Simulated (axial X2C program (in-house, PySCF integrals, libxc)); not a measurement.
## Estimating the spin–orbit splitting of the π levels of BeF⁻

All values were computed with an axial X2C code built on PySCF integrals. Spin-free means the one-electron spin-free X2C Hamiltonian; two-component (2c) means X2C with spin–orbit coupling and atomic mean-field two-electron Coulomb and Gaunt terms, so the difference of the two also holds small scalar two-electron terms. Basis: F dyall-av3z [7s6p3d2f], Be dyall-av3z [9s9p4d2f] (cores contracted in-house); Gaussian nuclei, density fitting, unrestricted open shells. Masses: F 18.998 u, Be 9.012 u.

Hartree–Fock at 1.409 Å, closed shell. Valence p splittings ε(p3/2) − ε(p1/2) of spherical Dirac–Hartree–Fock atoms with fractionally filled p shells: F 2p 0.072 eV.

```csv
"filled π level (eV), spin-free",F p share,Be p share
-11.65,0.86,0.05
```

Q: In first order a p shell splits by 3ζ/2 and a π orbital by ζ. Estimate the splitting of each π level from the shares.

A: level -11.65 eV: (2/3) × (0.86 × 0.072) = 0.04 eV.

The two-component Hartree–Fock calculation gives:

| ε(ω = 1/2) (eV) | σ share of it | ε(ω = 3/2) (eV) | splitting (eV) | estimate (eV) |
| --- | --- | --- | --- | --- |
| -11.674 | 0.00 | -11.629 | 0.04 | 0.04 |

The estimate leaves out the mixing of π1/2 with σ1/2 levels, which pushes the ω = 1/2 spinor up or down, the d and f parts of the orbital, small shares of the strongly split outer-core p shell of a metal, the Gaunt term (absent from the atomic values), and the change of the atomic p orbitals with charge; Löwdin shares depend on the basis.
